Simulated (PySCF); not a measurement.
C4H5AlS.
SMILES: `c1[c](scc1)[AlH2]`

Jobs on this species (11 atoms, 58 electrons) with PySCF (density fitting). Hardware of each: one thread of an Arm Neoverse N1, on a shared host. Other jobs ran on the host; a repeat could differ by tens of per cent or more. Peak memory is the resident size of the whole Python process, interpreter and libraries included.

```json
{"level and settings": "delta-SCF UKS SCAN, def2-TZVP on the ionised atom, pcseg-1 elsewhere, spin-free X2C", "work": "ΔSCF core ionisation, 8 holes", "basis functions": "136", "SCF cycles": "?", "wall time": "?", "peak memory": "?"}
{"level and settings": "delta-SCF UKS SCAN, pcX-1 on the ionised atom, pcseg-1 elsewhere, spin-free X2C", "work": "ΔSCF core ionisation, 8 holes", "basis functions": "139", "SCF cycles": "154", "wall time": "77 s", "peak memory": "0.46 GiB"}
{"level and settings": "delta-SCF UKS SCAN, pcX-2 on the ionised atom, pcseg-1 elsewhere, spin-free X2C", "work": "ΔSCF core ionisation, 8 holes", "basis functions": "159", "SCF cycles": "156", "wall time": "93 s", "peak memory": "0.60 GiB"}
{"level and settings": "delta-SCF UKS B3LYP, pcX-2 on the ionised atom, pcseg-1 elsewhere, spin-free X2C", "work": "ΔSCF core ionisation, 8 holes", "basis functions": "159", "SCF cycles": "126", "wall time": "2.0 min", "peak memory": "0.67 GiB"}
{"level and settings": "delta-SCF UKS HF, pcX-2 on the ionised atom, pcseg-1 elsewhere, spin-free X2C", "work": "ΔSCF core ionisation, 8 holes", "basis functions": "159", "SCF cycles": "157", "wall time": "92 s", "peak memory": "0.57 GiB"}
{"level and settings": "PBE0-D3(BJ)/def2-SVP, grid level 1", "work": "geometry optimisation from a GFN2-xTB start shaken at random", "basis functions": "117", "SCF cycles": "202", "wall time": "4.3 min", "peak memory": "0.50 GiB"}
{"level and settings": "delta-SCF UKS PBE0, pcX-2 on the ionised atom, pcseg-1 elsewhere, spin-free X2C", "work": "ΔSCF core ionisation, 8 holes", "basis functions": "159", "SCF cycles": "128", "wall time": "2.0 min", "peak memory": "0.59 GiB"}
{"level and settings": "delta-SCF UKS PBE, pcX-2 on the ionised atom, pcseg-1 elsewhere, spin-free X2C", "work": "ΔSCF core ionisation, 8 holes", "basis functions": "159", "SCF cycles": "133", "wall time": "55 s", "peak memory": "0.53 GiB"}
{"level and settings": "delta-SCF UKS SCAN, pcX-2 on the ionised atom, pcseg-1 elsewhere, non-relativistic", "work": "ΔSCF core ionisation, 8 holes", "basis functions": "159", "SCF cycles": "155", "wall time": "89 s", "peak memory": "0.64 GiB"}
```

Problem. Fill in the missing figures.

Solution. 
- delta-SCF UKS SCAN, def2-TZVP on the ionised atom, pcseg-1 elsewhere, spin-free X2C; ΔSCF core ionisation, 8 holes: 86 s, 0.44 GiB, 154 SCF cycles

Problem. What do all jobs in the table cost together?

Solution. About 16 min; the longest takes about 26 % of that, and about 4.7 times as long as the shortest.
